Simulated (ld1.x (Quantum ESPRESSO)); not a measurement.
## Varying the TM potential for boron (B)

Base potential:

boron (B), norm-conserving Troullier–Martins (Kleinman–Bylander form), made with ld1.x (Quantum ESPRESSO) 7.5 (LDA (PZ), non-relativistic). Core [He], reference 2s2 2p0 (charge +1). Waves: 2p (bound, empty): rc 1.75 bohr; 3d channel at -0.15 Ry: rc 1.50 bohr; 2s (bound): rc 1.05 bohr. Local part: the s channel. Core correction: a·sin(br)/r model core inside 0.80 bohr.

Cutoffs, loose and tight: the cutoffs (Ry, on a coarse ladder) from which the occupation-weighted sum of valence levels, in a spherical-Bessel basis at the reference potential, stays within 10 and 1 mRy of its value at 400 Ry. They do not see the model core or the augmentation charge, which bear on the density cutoff. Test errors are all-electron minus pseudo excitation energies from the reference, over the configurations 2s2 2p1; 2s1 2p0; 2s2 2p0.5; 2s1 2p2; 2s2 2p1.3; 2s0 2p3; 2s1 2p1 (two spin-polarised tests are not counted in the largest error). A dash means not determined; rows that change the core or the reference have their own tests. The largest error is taken over the tests solved by every variant that gives reliable tests at all: 2s0 2p3; 2s1 2p0; 2s1 2p1; 2s1 2p2; 2s2 2p0.5; 2s2 2p1.3.

Cutoffs are not given where the Bessel-basis levels miss the radial ones by over 6 mRy, ghosts where they miss by over 20 mRy; a channel whose overlap is not positive is not tested.

A file whose overlap is not positive is unfit for use, and its test errors describe a broken file.

```csv
change,outcome,"cutoff, loose","cutoff, tight",bound ghosts,largest test error (meV)
base,generated,50 Ry,110 Ry,none,+42
wave 2p (bound): rc 1.75 bohr becomes 2p (bound): rc 1.76 bohr,generated,50 Ry,110 Ry,none,+42
functional PW91,generated,45 Ry,110 Ry,none,+70
wave 2s (bound): rc 1.05 bohr becomes 2s (bound): rc 1.48 bohr,generated,21 Ry,50 Ry,none,+40
wave 3d channel at -0.15 Ry: rc 1.50 bohr becomes 3d channel at -0.15 Ry: rc 0.98 bohr,generated,50 Ry,110 Ry,none,+42
reference 2s2 2p1,generated,45 Ry,110 Ry,none,+55
"type PAW; waves now 2s (bound): rcut 0.90, rcutus 1.05 bohr; 2s channel at 3 Ry: rcut 0.90, rcutus 1.05 bohr; 2p (bound): rcut 1.50, rcutus 1.75 bohr; 2p channel at 1.85 Ry: rcut 1.50, rcutus 1.75 bohr; 3d channel at -0.15 Ry: rcut 1.30, rcutus 1.50 bohr; local potential all-electron potential smoothed inside 1.05 bohr (lloc = -1); augmentation BESSEL, radius 1.05 bohr","generated, overlap not positive",–,–,not determined (overlap not positive),-2.9
core correction none,generated,50 Ry,110 Ry,none,+90
```

What comes out with this change to the base: all radii but the core radius scaled by about 0.88 (s 0.92, p 1.54, d 1.32 bohr)?

outcome: generated; cutoff, loose: 80 Ry; cutoff, tight: 180 Ry; bound ghosts: none; largest test error (meV): +51.
